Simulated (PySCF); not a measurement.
Te(Me)(Et), SMILES CC[Te]C (PBE0/def2-SVP optimised geometry):

```
12

Te    -0.642    -1.442     0.000
C      1.512    -1.442     0.000
H      1.835    -2.491     0.043
H      1.886    -0.911     0.884
H      1.897    -0.984    -0.920
C     -0.829     0.719     0.000
C     -0.384     1.398    -1.279
H     -0.271     1.078     0.878
H     -1.897     0.894     0.203
H     -0.961     1.046    -2.146
H      0.681     1.214    -1.491
H     -0.517     2.491    -1.202
```

Calculation: PBE0/def2-TZVP, def2 effective core potentials past Kr in PySCF.

**Question.** What are the frontier orbital energies and the dipole moment?

**Answer.** HOMO-2 -8.83 eV, HOMO-1 -7.94 eV, HOMO -5.66 eV, LUMO -0.40 eV, LUMO+1 0.55 eV; dipole moment 1.41 D.

On the same geometry PBE/def2-TZVP, def2 effective core potentials past Kr (PySCF) gives HOMO-2 -7.66 eV, HOMO-1 -6.87 eV, HOMO -4.63 eV, LUMO -1.21 eV, LUMO+1 -0.32 eV; dipole moment 1.36 D.
